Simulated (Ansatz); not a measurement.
Relaxation of Mo₃H₃Se₉⁺ with RKS PBE-D4/def2-SVP.

```sh
$ ansatz run in.yaml --threads 2 --pin off --events-out ev --progress --plain --max-ram 32768MiB --backend cuda --devices 0, --max-vram 18GiB
```

```yaml
crystal:
  periodic: [false, false, false]
  atoms:
    - {symbol: Mo, position_ang: [-1.101443, -0.924889, -0.116335]}
    - {symbol: Mo, position_ang: [-0.412345, 1.836833, -0.551570]}
    - {symbol: Mo, position_ang: [1.292986, -0.198278, 0.909911]}
    - {symbol: Se, position_ang: [-3.206251, -2.611179, -0.026031]}
    - {symbol: Se, position_ang: [-0.107890, -1.895570, 1.885226]}
    - {symbol: Se, position_ang: [-1.820585, -2.391387, -1.952628]}
    - {symbol: Se, position_ang: [-2.469038, 0.897653, 0.553153]}
    - {symbol: Se, position_ang: [-1.401080, 2.645499, -2.457345]}
    - {symbol: Se, position_ang: [0.674129, 1.796691, 1.913710]}
    - {symbol: Se, position_ang: [0.816725, -0.038992, -1.525707]}
    - {symbol: Se, position_ang: [1.069573, 3.883761, -0.706537]}
    - {symbol: Se, position_ang: [3.684088, -0.783935, 0.900905]}
    - {symbol: H, position_ang: [-2.535952, -3.817967, 0.556904]}
    - {symbol: H, position_ang: [1.982067, 3.668416, 0.460752]}
    - {symbol: H, position_ang: [3.535005, -2.066658, 0.155592]}
basis:
  gaussian: {orbitals: def2-SVP}
total_charge: 1
hamiltonian: {xc: pbe, dispersion: d4}
scf: {lower_state_search: "off"}
output: {orbitals: {seedname: orbitals}}
relax: {f_tol: 0.03, max_steps: 70}
```

Hardware: 2 threads of AMD EPYC 7R13 on a shared host and a share (18 GiB) of an NVIDIA H100 80GB HBM3. Wall time 2.1 min, peak host memory 1.1 GiB.

Positions (Å) and forces (eV/Å) at steps 1, 2, 3, 4, 5, 6, 7, 8, 9, 10, 13, 16, 17, 18, 19, 20, 21, 22, 23 of 27:

```xyz
15
step=1 energy=-593616.6711 eV
Mo   -1.101   -0.925   -0.116   -0.087   -0.118    0.275
Mo   -0.412    1.837   -0.552   -0.134    0.708   -1.037
Mo    1.293   -0.198    0.910    0.196    0.040    0.426
Se   -3.206   -2.611   -0.026    0.065    0.049   -0.054
Se   -0.108   -1.896    1.885    0.038    0.040   -0.152
Se   -1.821   -2.391   -1.953    0.007    0.067    0.123
Se   -2.469    0.898    0.553   -0.027   -0.085    0.020
Se   -1.401    2.645   -2.457    0.177   -0.223    0.417
Se    0.674    1.797    1.914    0.253   -0.182   -0.032
Se    0.817   -0.039   -1.526    0.164    0.015   -0.177
Se    1.070    3.884   -0.707   -0.314   -0.278    0.262
Se    3.684   -0.784    0.901   -0.407   -0.031    0.013
H    -2.536   -3.818    0.557   -0.001    0.008   -0.005
H     1.982    3.668    0.461    0.031   -0.006   -0.044
H     3.535   -2.067    0.156    0.040   -0.004   -0.034
15
step=2 energy=-593616.7666 eV
Mo   -1.063   -0.910   -0.072    0.078    0.122   -0.296
Mo   -0.453    1.880   -0.701    0.011   -0.193    0.254
Mo    1.326   -0.219    0.925   -0.058    0.434   -0.169
Se   -3.173   -2.561    0.003   -0.024   -0.050    0.025
Se   -0.059   -1.924    1.887   -0.110   -0.059    0.076
Se   -1.779   -2.352   -1.911   -0.010   -0.017    0.001
Se   -2.454    0.914    0.524    0.116    0.216   -0.079
Se   -1.451    2.638   -2.577    0.043   -0.138    0.043
Se    0.757    1.818    1.824    0.067   -0.300    0.253
Se    0.856   -0.026   -1.535   -0.019   -0.087    0.117
Se    0.937    3.919   -0.571   -0.188    0.268   -0.138
Se    3.639   -0.913    0.915    0.123   -0.105    0.028
H    -2.507   -3.770    0.586   -0.028   -0.011   -0.002
H     1.899    3.690    0.553   -0.004   -0.081   -0.095
H     3.522   -2.187    0.149    0.002    0.002   -0.019
15
step=3 energy=-593616.8200 eV
Mo   -1.056   -0.892   -0.081    0.007   -0.004   -0.040
Mo   -0.432    1.877   -0.682   -0.104   -0.097    0.124
Mo    1.339   -0.218    0.938   -0.035    0.138   -0.204
Se   -3.171   -2.552   -0.002   -0.026    0.016    0.002
Se   -0.067   -1.917    1.885   -0.085   -0.010    0.010
Se   -1.776   -2.337   -1.914    0.000   -0.017   -0.027
Se   -2.438    0.942    0.522    0.077    0.086   -0.015
Se   -1.431    2.607   -2.559   -0.052   -0.105   -0.105
Se    0.780    1.789    1.886    0.072   -0.038    0.042
Se    0.879   -0.029   -1.522    0.048   -0.006    0.104
Se    0.863    3.977   -0.596    0.032    0.030    0.145
Se    3.643   -0.948    0.924    0.118   -0.062    0.042
H    -2.521   -3.773    0.574    0.006    0.004    0.000
H     1.856    3.686    0.489   -0.029    0.051   -0.073
H     3.533   -2.211    0.137   -0.029    0.014   -0.006
15
step=4 energy=-593616.8410 eV
Mo   -1.051   -0.879   -0.088    0.009   -0.078    0.007
Mo   -0.437    1.862   -0.684   -0.043    0.110    0.031
Mo    1.359   -0.215    0.930    0.010   -0.063   -0.079
Se   -3.177   -2.529   -0.008   -0.010    0.015    0.006
Se   -0.068   -1.907    1.876   -0.027    0.041   -0.008
Se   -1.778   -2.325   -1.919    0.004   -0.003   -0.027
Se   -2.431    0.959    0.520    0.018    0.024    0.058
Se   -1.442    2.546   -2.574   -0.014   -0.076   -0.105
Se    0.822    1.782    1.898    0.037   -0.013   -0.002
Se    0.899   -0.034   -1.517    0.035    0.026    0.025
Se    0.805    4.000   -0.565    0.035   -0.046    0.132
Se    3.660   -0.979    0.935    0.034   -0.023    0.024
H    -2.530   -3.751    0.571    0.000    0.004    0.001
H     1.831    3.704    0.487   -0.054    0.068   -0.069
H     3.537   -2.233    0.136   -0.033    0.013    0.008
15
step=5 energy=-593616.8579 eV
Mo   -1.028   -0.857   -0.081    0.070   -0.090   -0.103
Mo   -0.451    1.860   -0.726   -0.092    0.136    0.131
Mo    1.412   -0.235    0.925   -0.016   -0.104    0.029
Se   -3.174   -2.481   -0.018   -0.003    0.002    0.023
Se   -0.063   -1.890    1.880    0.022    0.047   -0.003
Se   -1.760   -2.290   -1.919   -0.003    0.030    0.002
Se   -2.392    0.990    0.565    0.078    0.065   -0.127
Se   -1.431    2.432   -2.668    0.032   -0.098    0.096
Se    0.938    1.763    1.894   -0.026    0.035    0.024
Se    0.954   -0.027   -1.499   -0.107    0.016   -0.084
Se    0.637    4.068   -0.480    0.044   -0.099   -0.030
Se    3.681   -1.077    0.948    0.072   -0.006    0.006
H    -2.546   -3.713    0.559   -0.003   -0.001    0.008
H     1.733    3.765    0.491   -0.047    0.088    0.010
H     3.490   -2.308    0.128   -0.022   -0.022    0.017
15
step=6 energy=-593616.8697 eV
Mo   -1.026   -0.862   -0.095   -0.009   -0.011    0.013
Mo   -0.450    1.867   -0.709    0.073    0.063   -0.020
Mo    1.418   -0.246    0.912    0.014   -0.018    0.002
Se   -3.175   -2.481   -0.015   -0.007    0.013    0.018
Se   -0.062   -1.890    1.870    0.011    0.016   -0.007
Se   -1.769   -2.295   -1.925    0.000   -0.001   -0.017
Se   -2.389    0.990    0.546   -0.032   -0.037    0.027
Se   -1.436    2.410   -2.655    0.023   -0.019    0.025
Se    0.941    1.750    1.889    0.009    0.022   -0.004
Se    0.941   -0.020   -1.511   -0.017    0.026   -0.041
Se    0.639    4.078   -0.484    0.032   -0.079    0.007
Se    3.694   -1.088    0.953   -0.017   -0.004   -0.015
H    -2.548   -3.709    0.571    0.004   -0.003   -0.009
H     1.731    3.821    0.506   -0.073    0.047   -0.002
H     3.490   -2.326    0.146   -0.011   -0.013    0.024
15
step=7 energy=-593616.8753 eV
Mo   -1.020   -0.864   -0.102   -0.005    0.032    0.027
Mo   -0.443    1.867   -0.704    0.043    0.020   -0.031
Mo    1.429   -0.247    0.898    0.016   -0.016   -0.015
Se   -3.174   -2.472   -0.012    0.008   -0.001    0.014
Se   -0.053   -1.885    1.863    0.014   -0.003    0.007
Se   -1.773   -2.295   -1.927   -0.005   -0.008   -0.024
Se   -2.383    0.987    0.548   -0.022   -0.031    0.034
Se   -1.425    2.388   -2.656   -0.002    0.022   -0.010
Se    0.963    1.752    1.875    0.004   -0.005   -0.005
Se    0.942   -0.016   -1.525    0.014   -0.011    0.011
Se    0.621    4.086   -0.484    0.036   -0.013    0.009
Se    3.697   -1.110    0.948   -0.025   -0.015   -0.023
H    -2.547   -3.701    0.574   -0.005   -0.004   -0.009
H     1.694    3.872    0.536   -0.065    0.031   -0.012
H     3.472   -2.361    0.164   -0.006    0.001    0.028
15
step=8 energy=-593616.8822 eV
Mo   -1.001   -0.858   -0.107   -0.008    0.015    0.004
Mo   -0.429    1.873   -0.710    0.021   -0.013   -0.024
Mo    1.464   -0.265    0.870   -0.003    0.036   -0.002
Se   -3.163   -2.453    0.001    0.005   -0.007   -0.006
Se   -0.030   -1.880    1.853    0.016   -0.017    0.006
Se   -1.775   -2.285   -1.926   -0.011    0.000    0.001
Se   -2.360    0.993    0.555    0.007    0.002    0.015
Se   -1.408    2.354   -2.675   -0.006    0.041    0.009
Se    1.025    1.741    1.846    0.021    0.007   -0.030
Se    0.955   -0.010   -1.543    0.028   -0.054    0.025
Se    0.553    4.128   -0.489    0.090   -0.010    0.106
Se    3.708   -1.189    0.937   -0.047   -0.074   -0.051
H    -2.548   -3.692    0.577    0.006    0.003   -0.009
H     1.580    4.011    0.599   -0.130   -0.005   -0.097
H     3.429   -2.468    0.212    0.012    0.074    0.054
15
step=9 energy=-593616.8858 eV
Mo   -0.991   -0.859   -0.109    0.006    0.045    0.009
Mo   -0.415    1.870   -0.718   -0.018   -0.009   -0.025
Mo    1.479   -0.265    0.859    0.020   -0.023   -0.016
Se   -3.161   -2.444    0.006    0.022   -0.012    0.001
Se   -0.011   -1.880    1.848   -0.002   -0.004    0.023
Se   -1.781   -2.279   -1.928   -0.010   -0.003    0.003
Se   -2.341    0.997    0.557    0.012    0.008    0.001
Se   -1.400    2.354   -2.679    0.005    0.024    0.008
Se    1.065    1.753    1.820   -0.008   -0.022   -0.016
Se    0.964   -0.022   -1.552    0.017   -0.030    0.015
Se    0.519    4.143   -0.490    0.102   -0.001    0.139
Se    3.708   -1.222    0.932   -0.043   -0.082   -0.055
H    -2.543   -3.683    0.579   -0.006    0.000   -0.010
H     1.508    4.049    0.637   -0.119    0.018   -0.133
H     3.399   -2.513    0.238    0.021    0.092    0.056
15
step=10 energy=-593616.8887 eV
Mo   -0.981   -0.853   -0.106   -0.010   -0.013   -0.022
Mo   -0.401    1.869   -0.732   -0.013    0.017    0.016
Mo    1.497   -0.280    0.846    0.011    0.007    0.008
Se   -3.153   -2.435    0.016    0.004   -0.006   -0.003
Se   -0.002   -1.877    1.850    0.001    0.007    0.012
Se   -1.781   -2.270   -1.922   -0.009    0.004    0.005
Se   -2.321    1.012    0.558    0.015    0.004   -0.020
Se   -1.389    2.358   -2.691    0.013   -0.006    0.012
Se    1.102    1.747    1.795    0.009    0.003   -0.011
Se    0.975   -0.035   -1.559   -0.009   -0.013   -0.010
Se    0.472    4.166   -0.483    0.067   -0.013    0.100
Se    3.713   -1.264    0.925   -0.029   -0.079   -0.039
H    -2.539   -3.683    0.576    0.001    0.007    0.001
H     1.435    4.107    0.664   -0.079    0.003   -0.089
H     3.373   -2.563    0.263    0.027    0.079    0.040
15
step=13 energy=-593616.8917 eV
Mo   -0.965   -0.849   -0.118    0.009    0.006    0.008
Mo   -0.361    1.867   -0.755    0.050    0.011    0.040
Mo    1.540   -0.312    0.800   -0.011    0.012    0.010
Se   -3.149   -2.413    0.047   -0.008    0.009    0.002
Se    0.007   -1.842    1.859    0.007    0.003   -0.014
Se   -1.808   -2.264   -1.913    0.008   -0.011   -0.006
Se   -2.282    1.041    0.527   -0.018    0.008   -0.009
Se   -1.309    2.342   -2.735   -0.011    0.011   -0.001
Se    1.227    1.747    1.705    0.008   -0.022   -0.005
Se    0.984   -0.073   -1.595    0.004   -0.003    0.006
Se    0.342    4.218   -0.418   -0.038   -0.011   -0.054
Se    3.722   -1.363    0.904   -0.003    0.010   -0.001
H    -2.530   -3.659    0.604   -0.001    0.001    0.004
H     1.231    4.238    0.778    0.006   -0.020    0.026
H     3.350   -2.679    0.310   -0.004   -0.003   -0.007
15
step=16 energy=-593616.8932 eV
Mo   -0.944   -0.841   -0.124    0.007    0.000   -0.013
Mo   -0.306    1.861   -0.775    0.006    0.075    0.007
Mo    1.581   -0.345    0.768   -0.005    0.055    0.009
Se   -3.147   -2.373    0.078   -0.007    0.009   -0.017
Se    0.020   -1.819    1.864   -0.003    0.011    0.005
Se   -1.816   -2.271   -1.895    0.013   -0.004    0.021
Se   -2.247    1.074    0.483    0.000   -0.002    0.007
Se   -1.217    2.336   -2.776    0.015   -0.014    0.016
Se    1.355    1.751    1.618    0.007   -0.029   -0.028
Se    1.011   -0.115   -1.617   -0.005   -0.009   -0.004
Se    0.211    4.261   -0.376    0.079   -0.069    0.145
Se    3.734   -1.454    0.873   -0.011   -0.002   -0.007
H    -2.539   -3.617    0.650   -0.002   -0.003    0.003
H     0.988    4.328    0.906   -0.094   -0.022   -0.139
H     3.314   -2.776    0.322    0.001    0.006   -0.003
15
step=17 energy=-593616.8940 eV
Mo   -0.946   -0.841   -0.123    0.009    0.001   -0.003
Mo   -0.310    1.861   -0.771   -0.007    0.036   -0.006
Mo    1.576   -0.337    0.772    0.009    0.017    0.005
Se   -3.148   -2.375    0.073   -0.005    0.005   -0.014
Se    0.019   -1.817    1.866   -0.006    0.003    0.007
Se   -1.810   -2.274   -1.895    0.008   -0.004    0.016
Se   -2.251    1.071    0.488    0.000    0.003    0.001
Se   -1.222    2.332   -2.772    0.006   -0.003    0.007
Se    1.343    1.755    1.625    0.002   -0.030   -0.012
Se    1.009   -0.111   -1.615    0.001   -0.008    0.002
Se    0.228    4.251   -0.379    0.068   -0.023    0.124
Se    3.731   -1.441    0.873   -0.005   -0.003   -0.008
H    -2.542   -3.619    0.647   -0.002   -0.001    0.004
H     1.011    4.306    0.898   -0.079    0.001   -0.121
H     3.316   -2.760    0.313    0.001    0.006   -0.002
15
step=18 energy=-593616.8947 eV
Mo   -0.943   -0.840   -0.123    0.005   -0.001   -0.008
Mo   -0.302    1.859   -0.775   -0.007    0.026    0.002
Mo    1.582   -0.341    0.767    0.005    0.019    0.009
Se   -3.149   -2.367    0.074   -0.003    0.002   -0.012
Se    0.019   -1.806    1.872   -0.003   -0.002    0.002
Se   -1.805   -2.279   -1.891    0.005   -0.003    0.019
Se   -2.246    1.076    0.482    0.002    0.005   -0.005
Se   -1.204    2.327   -2.781    0.003    0.001    0.006
Se    1.363    1.757    1.610    0.008   -0.026   -0.010
Se    1.012   -0.119   -1.618    0.002   -0.011    0.004
Se    0.208    4.254   -0.367    0.075   -0.009    0.137
Se    3.733   -1.453    0.864   -0.005   -0.008   -0.007
H    -2.548   -3.610    0.656   -0.001    0.000    0.002
H     0.971    4.315    0.922   -0.087   -0.003   -0.138
H     3.309   -2.772    0.308    0.002    0.009   -0.001
15
step=19 energy=-593616.8971 eV
Mo   -0.928   -0.832   -0.123    0.003   -0.018   -0.012
Mo   -0.266    1.856   -0.787   -0.010    0.026    0.026
Mo    1.609   -0.359    0.751   -0.012    0.043    0.018
Se   -3.153   -2.337    0.082    0.016   -0.018   -0.015
Se    0.019   -1.773    1.892    0.012    0.017   -0.016
Se   -1.782   -2.303   -1.867   -0.012    0.012    0.028
Se   -2.226    1.100    0.450    0.015    0.006   -0.020
Se   -1.126    2.315   -2.815    0.006    0.004    0.016
Se    1.460    1.766    1.542    0.009   -0.026   -0.020
Se    1.029   -0.149   -1.629    0.002   -0.018    0.006
Se    0.119    4.268   -0.323    0.114   -0.004    0.216
Se    3.740   -1.510    0.830   -0.019   -0.029   -0.013
H    -2.575   -3.576    0.695   -0.003    0.018    0.001
H     0.801    4.355    1.015   -0.129   -0.038   -0.224
H     3.280   -2.822    0.286    0.009    0.025    0.010
15
step=20 energy=-593616.8980 eV
Mo   -0.916   -0.830   -0.121   -0.027    0.014   -0.020
Mo   -0.240    1.852   -0.793   -0.052    0.037    0.004
Mo    1.627   -0.367    0.744   -0.035    0.031    0.026
Se   -3.157   -2.315    0.084    0.052   -0.035    0.007
Se    0.022   -1.745    1.911    0.021    0.019   -0.033
Se   -1.766   -2.315   -1.853   -0.018    0.000    0.043
Se   -2.217    1.111    0.419    0.045    0.000   -0.012
Se   -1.075    2.319   -2.830    0.026   -0.016    0.011
Se    1.518    1.774    1.504    0.009   -0.010   -0.034
Se    1.044   -0.170   -1.633    0.000   -0.012    0.005
Se    0.066    4.273   -0.302    0.140   -0.015    0.319
Se    3.743   -1.546    0.803   -0.022   -0.041   -0.010
H    -2.588   -3.543    0.730   -0.016    0.027   -0.026
H     0.678    4.356    1.074   -0.136   -0.038   -0.296
H     3.259   -2.853    0.263    0.012    0.042    0.018
15
step=21 energy=-593616.8995 eV
Mo   -0.916   -0.822   -0.125    0.000   -0.014    0.008
Mo   -0.235    1.856   -0.806    0.014    0.035    0.053
Mo    1.630   -0.365    0.739   -0.020    0.038    0.010
Se   -3.151   -2.316    0.098    0.028   -0.027   -0.007
Se    0.020   -1.736    1.908    0.015    0.041   -0.022
Se   -1.763   -2.328   -1.841   -0.019    0.008    0.027
Se   -2.211    1.124    0.408    0.015    0.000   -0.032
Se   -1.046    2.323   -2.854    0.013   -0.006    0.030
Se    1.544    1.788    1.471    0.015   -0.058   -0.009
Se    1.046   -0.175   -1.638   -0.013   -0.008   -0.012
Se    0.060    4.274   -0.279    0.092   -0.018    0.277
Se    3.737   -1.560    0.798   -0.025   -0.034   -0.017
H    -2.585   -3.545    0.747   -0.003    0.040   -0.020
H     0.627    4.345    1.116   -0.125   -0.039   -0.308
H     3.242   -2.863    0.259    0.011    0.041    0.023
15
step=22 energy=-593616.9017 eV
Mo   -0.921   -0.820   -0.129    0.015   -0.009    0.021
Mo   -0.230    1.857   -0.799   -0.015    0.028   -0.011
Mo    1.626   -0.361    0.730    0.010    0.004    0.016
Se   -3.148   -2.321    0.106    0.016   -0.025   -0.008
Se    0.019   -1.727    1.905    0.011    0.025   -0.007
Se   -1.772   -2.329   -1.839   -0.010    0.010   -0.002
Se   -2.214    1.128    0.402    0.006    0.005   -0.011
Se   -1.032    2.324   -2.850    0.000    0.012    0.009
Se    1.554    1.787    1.472   -0.003   -0.045   -0.026
Se    1.038   -0.174   -1.646    0.016   -0.021    0.017
Se    0.063    4.275   -0.278    0.067   -0.024    0.239
Se    3.733   -1.557    0.801   -0.024   -0.025   -0.023
H    -2.571   -3.548    0.746   -0.007    0.036   -0.004
H     0.620    4.325    1.117   -0.091    0.004   -0.231
H     3.235   -2.859    0.264    0.010    0.024    0.020
15
step=23 energy=-593616.9052 eV
Mo   -0.916   -0.816   -0.129   -0.013    0.009   -0.027
Mo   -0.216    1.857   -0.807   -0.014    0.016    0.006
Mo    1.638   -0.371    0.716    0.011    0.047    0.017
Se   -3.146   -2.309    0.116    0.015   -0.027    0.014
Se    0.020   -1.699    1.915    0.003   -0.007    0.005
Se   -1.775   -2.328   -1.831    0.004    0.002   -0.009
Se   -2.210    1.138    0.379    0.012    0.000   -0.005
Se   -0.993    2.332   -2.866   -0.003    0.007    0.007
Se    1.594    1.785    1.438    0.005   -0.002   -0.022
Se    1.040   -0.187   -1.656    0.016   -0.027    0.012
Se    0.020    4.274   -0.250    0.043   -0.021    0.142
Se    3.735   -1.581    0.790   -0.015   -0.026   -0.020
H    -2.556   -3.526    0.764   -0.022    0.021   -0.003
H     0.545    4.312    1.152   -0.051   -0.002   -0.130
H     3.220   -2.881    0.267    0.010    0.009    0.015
```

In the def2 sets Mo takes a core potential; there is no spin–orbit coupling.
